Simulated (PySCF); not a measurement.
PySCF input (M06-2X/6-31G* with LANL2DZ past Ar (5d)):

```python
from pyscf import gto, dft

mol = gto.M(
    atom='''
    C    -0.80096400    2.26702400   -0.93365000
    O    -0.21947600    1.45539100    0.07336300
    Ge    0.11964400   -0.26953400   -0.20606900
    O    -1.14385700   -1.28481600    0.49495500
    C    -2.50695600   -0.94364000    0.28511600
    O     1.53978400   -0.70307900    0.73854200
    C     2.75758100    0.00159200    0.52939500
    H    -0.46879900    3.29465300   -0.77701700
    H    -1.89386000    2.24244900   -0.87643200
    H    -0.50216800    1.96193700   -1.94352200
    H     0.28840300   -0.49170700   -1.72383700
    H    -2.77633500   -0.95765900   -0.77787700
    H    -3.11353800   -1.68921300    0.79965100
    H    -2.74395200    0.04270500    0.69511500
    H     3.11873300   -0.10148000   -0.50047200
    H     2.65150900    1.06505200    0.76062500
    H     3.50182400   -0.43146100    1.19790600
    ''',
    basis={'default': '6-31g*', 'Ge': 'lanl2dz'},
    ecp={'Ge': 'lanl2dz'},
    charge=1,
    spin=1,
    verbose=4,
)

mf = dft.UKS(mol, xc='m062x')
mf.grids.level = 4
mf.conv_tol = 1e-9
mf.max_cycle = 100
mf.max_memory = 1500
mf.kernel()
if not mf.converged:
    mf = mf.newton()
    mf.kernel(mf.make_rdm1())
mo, _, stable, _ = mf.stability(return_status=True)
if not stable:
    mf.kernel(mf.make_rdm1(mo, mf.mo_occ))
    stable = mf.stability(return_status=True)[2]
mf.dip_moment()
```

From the output:

```
  HOMO = -0.509329218785  LUMO = -0.412334340883  gap/eV = 2.63937
cycle= 33 E= -349.240472446587  delta_E= -5.03e-08  |g|= 0.000109  |ddm|= 0.0021
  alpha nocc = 28  HOMO = -0.537163788921154  LUMO = -0.122502555623103
  beta  nocc = 27  HOMO = -0.509330093856198  LUMO = -0.412330450112908
  HOMO = -0.509330093856  LUMO = -0.412330450113  gap/eV = 2.63949
cycle= 34 E= -349.240472471445  delta_E= -2.49e-08  |g|= 5.78e-05  |ddm|= 0.000768
  alpha nocc = 28  HOMO = -0.537153023896538  LUMO = -0.122494860426299
  beta  nocc = 27  HOMO = -0.509339839573426  LUMO = -0.412331666012538
  HOMO = -0.509339839573  LUMO = -0.412331666013  gap/eV = 2.63973
cycle= 35 E= -349.240472477936  delta_E= -6.49e-09  |g|= 1.3e-05  |ddm|= 0.000584
  alpha nocc = 28  HOMO = -0.537157651392461  LUMO = -0.122495840444446
  beta  nocc = 27  HOMO = -0.509342321362883  LUMO = -0.412333527590853
  HOMO = -0.509342321363  LUMO = -0.412333527591  gap/eV = 2.63974
cycle= 36 E= -349.240472479182  delta_E= -1.25e-09  |g|= 1.08e-05  |ddm|= 0.000168
  alpha nocc = 28  HOMO = -0.53716231327041  LUMO = -0.122495778034573
  beta  nocc = 27  HOMO = -0.509342346136042  LUMO = -0.412333032219202
  HOMO = -0.509342346136  LUMO = -0.412333032219  gap/eV = 2.63976
cycle= 37 E= -349.240472479453  delta_E= -2.71e-10  |g|= 7.95e-06  |ddm|= 9.89e-05
  alpha nocc = 28  HOMO = -0.537158791592271  LUMO = -0.122496733860997
  beta  nocc = 27  HOMO = -0.509341911997587  LUMO = -0.412334000102224
  HOMO = -0.509341911998  LUMO = -0.412334000102  gap/eV = 2.63972
Extra cycle  E= -349.240472479594  delta_E= -1.41e-10  |g|= 9.51e-06  |ddm|= 2.61e-05
converged SCF energy = -349.240472479594  <S^2> = 0.76204664  2S+1 = 2.0120106
uhf_internal: lowest eigs of H = [0.01152553 0.02963439 0.05433572]
<class 'pyscf.dft.uks.UKS'> wavefunction is stable in the internal stability analysis

WARN: System has nonzero charge 1; the dipole moment is origin-dependent.
Location of origin: [0. 0. 0.]

Dipole moment(X, Y, Z, Debye): -0.64200,  0.39235, -2.00007
```

The dipole moment of an ion depends on the origin.

The geometry given is a B3LYP-D3(BJ)/def2-TZVP minimum of the species of charge 0 and multiplicity 1, not of this state.
